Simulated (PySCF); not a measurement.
Simulation results for CH10Ge2Si

Computed with PySCF 2.14.0. Calculation on a computer-drawn molecule: optimised geometry and harmonic frequencies of an isolated molecule of the commonest isotopes, restricted reference for singlets and unrestricted otherwise, frozen core in MP2; on germanium a core potential holds 10 electrons, which the energies leave out, and 3d is frozen in MP2 and coupled-cluster steps.

CH10Ge2Si

Start structure:
```xyz
14
CH10Ge2Si
Si     0.1198     1.7515     2.0908
Ge     0.2211     3.0703     0.1219
C      1.7346     2.5388    -1.0643
Ge     1.5498     0.6119    -1.6144
H      1.4874     1.4483     2.5363
H     -0.6650     0.5842     1.8621
H     -0.4963     2.5339     3.1516
H     -1.1481     3.0125    -0.7149
H      0.3809     4.5654     0.3714
H      2.6256     2.7045    -0.5796
H      1.6244     3.1434    -1.9447
H      1.7054    -0.2398    -0.4150
H      0.2922     0.3145    -2.2609
H      2.6355     0.2460    -2.5692
```

Here we set charge 0, multiplicity 1, method HF, basis cc-pV(D+d)Z and basis and core potential on germanium cc-pVDZ-PP ECP10MDF.

Results for CH10Ge2Si: rotational constants 3.269, 0.8257, 0.696 GHz; total energy -919.3676 hartree; convergence status largest gradient component 1.551e-05 hartree/bohr.

Drawn bonds:
```tsv
atom	other atom	order
1	2	1
2	3	1
3	4	1
1	5	1
1	6	1
1	7	1
2	8	1
2	9	1
3	10	1
3	11	1
4	12	1
4	13	1
4	14	1
```

Optimised structure:
```xyz
14
CH10Ge2Si
Si     0.1310     1.8687     2.2055
Ge     0.2304     3.0668     0.1171
C      1.6776     2.4373    -1.0710
Ge     1.5305     0.5997    -1.7556
H      1.4637     1.8695     2.8568
H     -0.2910     0.4642     1.9918
H     -0.8418     2.5259     3.1110
H     -1.1167     2.9380    -0.6129
H      0.4544     4.5599     0.4124
H      2.6278     2.5307    -0.5376
H      1.7236     3.1154    -1.9279
H      1.5520    -0.4036    -0.5947
H      0.2200     0.4224    -2.5322
H      2.7058     0.2904    -2.6916
```

Modes:
```tsv
frequency (cm⁻¹)	reduced mass (dalton)
32.51	2.577
78.9	1.15
98.72	1.631
127.3	1.889
153.4	3.158
355.8	2.53
361.6	1.525
468.8	2.143
495.4	1.051
544.3	1.12
554	1.123
660.4	1.517
695.9	1.707
721.3	1.412
787	1.224
839.3	1.296
928.9	1.045
948.4	1.043
966	1.021
970.9	1.023
988.1	1.086
1025	1.036
1027	1.036
1103	1.02
1170	1.359
1510	1.084
2181	1.023
2194	1.016
2205	1.023
2210	1.023
2229	1.012
2300	1.043
2305	1.042
2309	1.035
3188	1.059
3246	1.104
```
